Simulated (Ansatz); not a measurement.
Relaxation of C₂H₄Si₂ (8 atoms, charge 0, multiplicity 1), to a largest force component of 0.02 eV/Å in at most 50 steps.

These are results of UKS PBE-D4/def2-SVP in Ansatz 0.2.0, not measurements.

```xyz
8
Properties=species:S:1:pos:R:3:forces:R:3
C -0.656 1.368 -0.771 1.16 -1.33 0.76
Si 0.817 0.561 -0.258 0.22 -0.07 0.01
C 1.092 -1.057 0.605 -2.04 1.17 -0.69
Si -0.105 -2.142 1.147 -1.04 -0.72 0.35
H -0.660 2.317 -1.278 0.28 0.78 -0.38
H -1.631 0.938 -0.611 -0.82 -0.38 0.14
H 2.109 1.202 -0.515 0.47 0.49 -0.22
H 1.824 -1.762 0.999 1.78 0.06 0.02
```

Q: Where does it end, and by what steps?

A: It converged. The force dipped under the threshold on the way, but the program's further checks kept it going. After 27 steps the energy has fallen by 1.795 eV; Si4 moved furthest, 1.64 Å. Joined: C1–Si4 (4.04 → 2.02 Å), Si2–Si4 (3.18 → 2.51 Å).

| step | energy less start (eV) | largest force component (eV/Å) | accepted |
| --- | --- | --- | --- |
| 0 | 0.0000 | 2.044 | yes |
| 1 | -0.3758 | 0.788 | yes |
| 2 | -0.4991 | 0.807 | yes |
| 3 | -0.4975 | 1.071 | no |
| 4 | -0.5604 | 0.423 | yes |
| 5 | -0.5721 | 0.170 | yes |
| 6 | -0.5730 | 0.141 | yes |
| 7 | -0.5744 | 0.036 | yes |
| 8 | -0.5750 | 0.017 | yes |
| 9 | -0.5727 | 0.459 | no |
| 10 | -0.5771 | 0.106 | yes |
| 11 | -0.5805 | 0.249 | yes |
| 12 | -0.5876 | 0.494 | yes |
| 13 | -0.6050 | 0.733 | yes |
| 14 | -0.6644 | 0.613 | yes |
| 15 | -0.7771 | 0.480 | yes |
| 16 | -0.8771 | 0.292 | yes |
| 17 | -0.9758 | 0.274 | yes |
| 18 | -1.0974 | 0.461 | yes |
| 19 | -1.3063 | 0.468 | yes |
| 20 | -1.6016 | 0.446 | yes |
| 21 | -1.6599 | 1.503 | yes |
| 22 | -1.7364 | 1.139 | yes |
| 23 | -1.6139 | 1.211 | no |
| 24 | -1.7906 | 0.246 | yes |
| 25 | -1.7937 | 0.062 | yes |
| 26 | -1.7940 | 0.056 | yes |
| 27 | -1.7947 | 0.014 | yes |

```xyz
8
Properties=species:S:1:pos:R:3
C -0.635 0.846 -0.409
Si 1.177 0.453 -0.470
C 1.025 -1.139 0.306
Si -0.554 -0.565 1.033
H -0.999 1.859 -0.154
H -1.208 0.433 -1.262
H 2.266 1.496 -0.279
H 1.716 -1.957 0.554
```

Whether the end is a true minimum wasn't checked by a vibrational analysis.

The run took 40 s on 2 threads of Intel(R) Xeon(R) Platinum 8488C (Sapphire Rapids), on a shared host, peak memory 0.16 GiB.
